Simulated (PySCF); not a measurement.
Rigid-rotor lines calculated for a species of formula B2F3H3Si (commonest isotopes; PBE0-D3(BJ)/def2-SVP geometry optimisation, gas phase (PySCF)), labelled J(Ka,Kc):

```tsv
transition	MHz
1(0,1) ← 0(0,0)	2594.5
2(1,1) ← 1(1,0)	5240.2
1(1,1) ← 0(0,0)	5461.0
2(1,2) ← 1(1,1)	5137.8
2(0,2) ← 1(0,1)	5188.3
```

Question: Find the rotational constants.

Answer: 1(0,1) ← 0(0,0) is B + C, 2(1,1) ← 1(1,0) is 3B + C and 2(1,2) ← 1(1,1) is B + 3C, so B − C is half the difference of the last two, 51.2 MHz. 1(1,1) ← 0(0,0) is A + C. A = 4189.3, B = 1322.8, C = 1271.6 MHz.

Question: What moments of inertia, asymmetry and inertial defect follow?

Answer: I = 505379 MHz·u·Å² over each constant: Ia = 120.64, Ib = 382.04, Ic = 397.42 u·Å²; κ = (2B − A − C)/(A − C) = -0.965 (near-prolate asymmetric top); Δ = Ic − Ia − Ib = -105.25 u·Å².

Question: Which dipole components do these lines need?

Answer: μa and μb (a-type: ΔKa even, ΔKc odd; b-type: both odd). The calculation gives |μa| = 0.58 D, |μb| = 0.69 D, |μc| = 0.09 D.

Question: Predict further lines from these constants: 2(2,0) ← 1(1,1); 2(2,1) ← 2(1,2); 1(1,0) ← 1(0,1); 2(1,2) ← 1(0,1); 2(0,2) ← 1(1,1); 2(2,0) ← 2(1,1); 2(2,1) ← 1(1,0); 2(1,1) ← 2(0,2).

Answer: 
| transition | MHz | type | branch |
| --- | --- | --- | --- |
| 2(0,2) ← 1(1,1) | 2322 | b | R |
| 1(1,0) ← 1(0,1) | 2918 | b | Q |
| 2(1,1) ← 2(0,2) | 2970 | b | Q |
| 2(1,2) ← 1(0,1) | 8004 | b | R |
| 2(2,0) ← 2(1,1) | 8600 | b | Q |
| 2(2,1) ← 2(1,2) | 8753 | b | Q |
| 2(2,1) ← 1(1,0) | 13840 | b | R |
| 2(2,0) ← 1(1,1) | 13891 | b | R |

Question: Which structure gave them?

Answer: `FB[SiH2]B(F)F`, point group C1. Three constants can't fix a structure by themselves; this is the one that was computed:
```xyz
9
B2F3H3Si angstrom
F     -2.338    1.156   -0.573
B     -1.704    0.000   -0.491
Si    -0.046   -0.187    0.682
B      1.555    0.290   -0.477
F      2.154    1.463   -0.430
F      2.019   -0.573   -1.362
H     -2.131   -0.910   -1.171
H      0.096   -1.616    1.106
H     -0.089    0.700    1.885
```

The values belong to one conformer (point group C1) with, in the numbering `[F:1][BH:2][SiH2:3][B:4]([F:5])[F:6]`, F1–B2–Si3–B4 -89°, B2–Si3–B4–F5 101°. No frequency check. These are rigid-rotor constants of the computed structure; measured ground-state constants (B0) also hold zero-point vibration. Quadrupole hyperfine structure (11B) is left out.
